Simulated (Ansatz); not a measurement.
The cluster Mg2Si5⁻, relaxed as a doublet with UKS PBE-D4/def2-SVPD in Ansatz, starting from packed atoms. Force threshold 0.02 eV/Å.

Another isomer (doublet) lies 0.91 eV lower at PBE0-D4/def2-TZVPD; other spin states weren't run for this one.

Start:

```xyz
7

Mg   -0.2585   -0.7324    1.9153
Mg   -1.7555   -0.1836   -0.6016
Si   -0.0935    1.7035   -1.2881
Si   -0.4624   -2.2252   -0.9278
Si    2.2359    0.1947    0.9608
Si   -0.5014    1.5967    0.8128
Si    0.8353   -0.3537   -0.8713
```

Question: Estimate the energy that the relaxation releases and the steps that it takes.

Answer: 154.0 kJ/mol, in 8 steps; 81 s on 4 threads of Intel Xeon on a shared host. No frequencies were taken in this run, so the end may be a saddle point.

Question: Does the start keep its bonding and symmetry?

Answer: Bonds formed: Mg1–Si4, Si5–Si6, Si6–Si7 (atoms count from 1).

Question: Predict the relaxed structure.

Answer: 
```xyz
7

Mg   -0.250   -1.135    1.654
Mg   -1.953   -0.084   -0.516
Si   -0.289    1.736   -1.573
Si   -0.449   -2.269   -0.745
Si    1.944    0.359    1.287
Si    0.064    1.611    0.725
Si    0.932   -0.217   -0.833
```
Bond lengths (bridged metal pairs left out): 8 × Mg–Si 2.66 to 2.92 Å; 6 × Si–Si 2.33 to 2.55 Å; 1 × Mg–Mg 2.95 Å.
